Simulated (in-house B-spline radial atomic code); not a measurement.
# Ga⁸⁺: [Ar] 3d5

Level of theory: Dirac-Kohn-Sham PW91, spherical fractional occupations, Fermi nucleus of rms radius 3.9973 fm; calculated with a B-spline radial code for spherical atoms.

Z_r = [3n² - l(l+1)]/(2<r>); Z_e = n√(-2ε); the last column is Slater's effective charge. Values are occupation-weighted means over j.

| shell | electrons | ε (eV) | <r> (bohr) | Z_r | Z_e | Slater |
| --- | --- | --- | --- | --- | --- | --- |
| 1s | 2 | -10420 | 0.0486 | 30.86 | 27.67 | 30.70 |
| 2s | 2 | -1456.9 | 0.2174 | 27.60 | 20.70 | 26.85 |
| 2p | 6 | -1293.7 | 0.1905 | 26.25 | 19.50 | 26.85 |
| 3s | 2 | -323.87 | 0.6192 | 21.80 | 14.64 | 19.75 |
| 3p | 6 | -273.37 | 0.6287 | 19.88 | 13.45 | 19.75 |
| 3d | 5 | -191.27 | 0.6276 | 16.73 | 11.25 | 11.60 |

The least bound orbital is 3d5/2 at -191 eV, while the most diffuse is 3p3/2 (<r> = 0.6313 bohr against 0.6286 bohr): energy order and size order differ.

Spin-orbit splittings of the orbital energies (j = l + 1/2 above j = l - 1/2 when positive): 2p 27.66 eV, 3p 4.232 eV, 3d 0.6808 eV.

For the 1s electron the small component carries 1.25 % of the norm, the zero-frequency Breit interaction raises the level by 14.69 eV, self-energy by 7.533 eV, and vacuum polarisation lowers it by 0.7124 eV.

The density falls to 0.001 bohr⁻³ at 1.882 bohr; Σ<r²> = 6.387 bohr² gives, by the non-relativistic formula and without the paramagnetism of open shells, a Langevin diamagnetic susceptibility of -5.058×10⁻⁶ cm³/mol.
